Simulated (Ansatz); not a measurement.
Cartesian coordinates (Å):
```xyz
9

Zn     0.0001     0.0001    -0.0001
C      1.8187     0.0562     0.6955
H      2.1599     1.1018     0.8548
H      2.5353    -0.4259    -0.0039
H      1.8965    -0.4724     1.6700
C     -1.8185    -0.0559    -0.6956
H     -2.5591     0.2283     0.0827
H     -2.0845    -1.0738    -1.0537
H     -1.9474     0.6428    -1.5501
```
Charge 0, spin multiplicity 1.

Calculation: frozen-core CCSD(T)/def2-TZVPP // BP86-D3(BJ)/def2-SVP run with Ansatz (a quantum-chemistry and plane-wave program).

* **HF energy**: -1857.03924 Ha
* **MP2 correlation energy**: -1.21771 Ha

### Question
Estimate the CCSD correlation energy, the (T) correction, the total energy and the T1 diagnostic.

### Answer

```
Quantity                         Result
-----------------------  --------------
CCSD correlation energy     -1.16102 Ha
(T) correction              -0.03359 Ha
CCSD(T) total energy     -1858.23385 Ha
T1 diagnostic                     0.013
```
